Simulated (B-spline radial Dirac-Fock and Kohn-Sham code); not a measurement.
# Auger decay of the 4p1/2 hole in Ru⁺

System: the Ru⁺ ion in the configuration [Kr] 4d6 5s1 (not the ground configuration).

The run's input, task.json:

```json
{"items": [{
  "Z": 44,
  "q": 1,
  "cfg": [[1, 0, 2], [2, 0, 2], [2, 1, 6], [3, 0, 2], [3, 1, 6], [3, 2, 10], [4, 0, 2], [4, 1, 6], [4, 2, 6], [5, 0, 1]],
  "A": 102,
  "rrms": 4.4809,
  "do": ["binding", "quiet", "decay"],
  "holes": ["K", "L1", "L2", "L3", "M1", "M2", "M3", "M4", "M5", "N1", "N2", "N3"]
}]}
```

Run with: `python xray_run.py task.json out`

These are calculated numbers from an atomic code on a B-spline grid; the model is independent-particle rates on relativistic LDA orbitals of the hole state (multipoles up to L = 3, Coulomb Auger matrix elements, transition energies from Dirac-Fock). Kinetic energies are configuration averages from the vacuum level; the two-hole energies are estimated from single-hole states.

```csv
transition,kinetic energy (eV),width (meV),share (%)
N2-N4N4,16.39,830,15.8
N2-N4N5,16.77,4150,79.1
N2-N5N5,17.16,146,2.8
N2-N4O1,26.07,109,2.1
```

Coster-Kronig rates are the weakest part of this model and often come out 1.5 to 2.5 times too large. Super-Coster-Kronig decay this fast strains the one-particle picture, and such widths tend to come out too large. The listed channels hold 100 % of the non-radiative rate. Summed by principal shells, of 5.25 eV in all: NNN 97.7 %, NNO 2.3 %.
